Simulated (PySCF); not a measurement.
**Electronic structure of Ar (argon, neutral) at the UHF level**

Configuration: [Ar], closed-shell 1S. Computed with PySCF 2.14 in def2-TZVP, with no relativity, point nucleus.

* Total energy: -526.802760 hartree
* One-electron energy: -728.2268 hartree
* Hartree (Coulomb) energy: 231.6105 hartree
* Exchange energy: -30.1864 hartree
* Kinetic energy: 526.78803 hartree
* ⟨S²⟩: 0.0000
* ⟨L²⟩: 0.000
* Sum of ⟨r⟩: 16.06 bohr
* Sum of ⟨r²⟩: 25.95 bohr²
* Density at the nucleus (Gaussians lack the cusp): 3700 bohr⁻³
* Langevin diamagnetic susceptibility: -20.6 ×10⁻⁶ cm³/mol
* Time after the integrals: 0.07 s of wall time on 1 thread of Neoverse-V1 (shared host)

| shell | electrons | mean orbital energy (eV) | rms radius, mean of both spins (bohr) |
| --- | --- | --- | --- |
| 1s | 2 | -3227.5 | 0.0998 |
| 2s | 2 | -335.30 | 0.449 |
| 2p | 6 | -260.45 | 0.418 |
| 3s | 2 | -34.737 | 1.53 |
| 3p | 6 | -16.052 | 1.82 |
